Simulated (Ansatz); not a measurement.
Computed with Ansatz on PBE0-D4/def2-TZVP structures; ΔE is electronic, products minus reactants. CCSD(T)/CBS adds triple-zeta CCSD(T) − MP2 to the extrapolated MP2 energy (def2 sets, frozen cores). DFT in def2-TZVPP. B3LYP here is the variant with VWN-RPA as its local correlation; programs differ in this. For Ge outer-core shells are correlated without core-valence functions, which leaves a few kJ/mol of doubt a bond. Scalar relativity is left out up to krypton. Each species was taken in one conformer, which may not be the lowest.

Consider the redistribution: `[CH3][AlH][BH]S` + `C[NH][GeH3]` → `CNBS` + `[CH3][AlH][GeH3]`.

**Question.** Is it downhill or uphill in electronic energy at CCSD(T)/CBS, and by how much? (Estimate.)

**Answer.** Ansatz gave: Downhill: ΔE = -175.5 kJ/mol.

**Question.** What do these levels give: B3LYP-D4, r2SCAN0-D4, BLYP, B3LYP, CAM-B3LYP, LC-ωPBE, CCSD/def2-SVP, CCSD(T)/def2-SVP, HF/def2-TZVPP, SCS-MP2/def2-TZVPP, HF/def2-QZVPP, SCS-MP2/def2-QZVPP? (Best estimate.)

**Answer.** The calculation gave: B3LYP-D4 -180.3, r2SCAN0-D4 -184.4, BLYP -179.8, B3LYP -182.0, CAM-B3LYP -183.2, LC-ωPBE -181.3, CCSD/def2-SVP -183.5, CCSD(T)/def2-SVP -182.7, HF/def2-TZVPP -174.1, SCS-MP2/def2-TZVPP -172.0, HF/def2-QZVPP -173.6, SCS-MP2/def2-QZVPP -172.5 kJ/mol.

Largest T1 diagnostic among the species: 0.014.

At CCSD(T), def2-SVP lies −7.2 kJ/mol from the extrapolated value and def2-TZVPP +1.7 kJ/mol. Leaving LDA and LC-ωPBE aside and taking each functional with its dispersion term where it has one, the values, not all of them listed here, spread over 9.2 kJ/mol, from r2SCAN0-D4 to ωB97X-V. LDA lies −12.6 kJ/mol from PBE without D4.
